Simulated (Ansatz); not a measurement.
`FC(F)(F)C(F)(F)C(F)(F)C(F)(F)C(F)(F)C(F)(F)C(F)(F)C(F)(F)CC[Si](Cl)(Cl)Cl`. The state is a triplet with charge 0. Geometry PBE-D4/def2-SVP, that of the neutral singlet.

```xyz
35

F     2.628   -1.267   -6.313
C     2.439   -0.715   -5.105
F     3.630   -0.350   -4.604
F     1.666    0.374   -5.246
C     1.746   -1.760   -4.178
F     0.491   -1.963   -4.638
F     2.446   -2.917   -4.283
C     1.677   -1.444   -2.639
F     0.984   -2.470   -2.089
F     2.936   -1.451   -2.148
C     1.003   -0.081   -2.254
F    -0.131    0.083   -2.975
F     1.886    0.897   -2.575
C     0.638    0.030   -0.732
F     1.768   -0.174   -0.012
F    -0.270   -0.929   -0.441
C     0.007    1.408   -0.330
F     0.759    2.416   -0.839
F    -1.233    1.480   -0.861
C    -0.090    1.698    1.214
F     1.165    1.880    1.697
F    -0.760    2.882    1.310
C    -0.818    0.665    2.122
F    -1.989    0.309    1.507
F    -0.031   -0.452    2.197
C    -1.095    1.209    3.515
C    -1.610    0.149    4.496
Si   -3.333   -0.566    4.237
Cl   -3.996   -1.250    6.076
Cl   -4.629    0.906    3.582
Cl   -3.373   -2.166    2.936
H    -0.145    1.639    3.892
H    -1.814    2.044    3.409
H    -1.650    0.593    5.512
H    -0.905   -0.707    4.559
```

Single mean-field runs in def2-TZVP are fitted with def2-universal-jkfit. At PBE-D4/def2-TZVP the gap within one spin of the charge 0 triplet nearly closes, so an electron or hole may be smeared out by delocalisation error. At PBE0-D4/def2-TZVP a singlet of charge 0 lies 7.19 eV below the triplet at the same geometry.

Problem. Estimate the α-spin orbital energies around the gap (eV) in Ansatz with PBE-D4/def2-TZVP, PBE0-D4/def2-TZVP.

Solution. 
```json
{"orbital": "HOMO−5", "PBE-D4/def2-TZVP": "-8.58", "PBE0-D4/def2-TZVP": "-10.22"}
{"orbital": "HOMO−4", "PBE-D4/def2-TZVP": "-8.50", "PBE0-D4/def2-TZVP": "-10.08"}
{"orbital": "HOMO−3", "PBE-D4/def2-TZVP": "-8.39", "PBE0-D4/def2-TZVP": "-9.95"}
{"orbital": "HOMO−2", "PBE-D4/def2-TZVP": "-8.23", "PBE0-D4/def2-TZVP": "-9.81"}
{"orbital": "HOMO−1", "PBE-D4/def2-TZVP": "-8.10", "PBE0-D4/def2-TZVP": "-9.42"}
{"orbital": "HOMO", "PBE-D4/def2-TZVP": "-1.46", "PBE0-D4/def2-TZVP": "-2.20"}
{"orbital": "LUMO", "PBE-D4/def2-TZVP": "-1.43", "PBE0-D4/def2-TZVP": "-0.45"}
{"orbital": "LUMO+1", "PBE-D4/def2-TZVP": "-1.03", "PBE0-D4/def2-TZVP": "0.06"}
{"orbital": "LUMO+2", "PBE-D4/def2-TZVP": "-0.80", "PBE0-D4/def2-TZVP": "0.19"}
{"orbital": "LUMO+3", "PBE-D4/def2-TZVP": "-0.61", "PBE0-D4/def2-TZVP": "0.43"}
{"orbital": "LUMO+4", "PBE-D4/def2-TZVP": "-0.45", "PBE0-D4/def2-TZVP": "0.66"}
{"orbital": "LUMO+5", "PBE-D4/def2-TZVP": "-0.34", "PBE0-D4/def2-TZVP": "0.79"}
{"orbital": "β HOMO", "PBE-D4/def2-TZVP": "-8.00", "PBE0-D4/def2-TZVP": "-9.21"}
{"orbital": "β LUMO", "PBE-D4/def2-TZVP": "-7.95", "PBE0-D4/def2-TZVP": "-7.60"}
```
